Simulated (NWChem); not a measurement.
Species: BeHOF; SMILES [OH][Be][F]

```xyz
4

Be    -0.0004     0.0004     0.0107
F      0.0156    -0.0153     1.4091
O     -0.0657     0.0642    -1.3964
H      0.3112    -0.3038    -2.2007
```
Atoms are numbered in this order, from 1.

Results from NWChem. Geometry optimised at PBE-D3(BJ)/def2-SVP; all other runs use it.  Vzz has the sign of the potential's second derivative.

```tsv
quantity	level	value
vertical, lowest excitation, singlet (eV)	PBE/def2-SVPD, TDA	(withheld)
first 1s excitation (eV), F K edge, unshifted	PBE0/cc-pVTZ, TDA	671.0
Vzz Be1 (a.u.)	PBE0/cc-pVTZ	-0.201
orbital gap (eV)	B97-2/def2-SVP	8.88
dipole (D)	PBE-D3(BJ)/def2-SVP	(withheld)
highest harmonic frequency (cm⁻¹)	PBE-D3(BJ)/def2-SVP	(withheld)
```

Task: What belongs in the gaps?

Result: 
- vertical, lowest excitation, singlet (eV), value: 6.89
- dipole (D), value: 2.30
- highest harmonic frequency (cm⁻¹), value: 3951
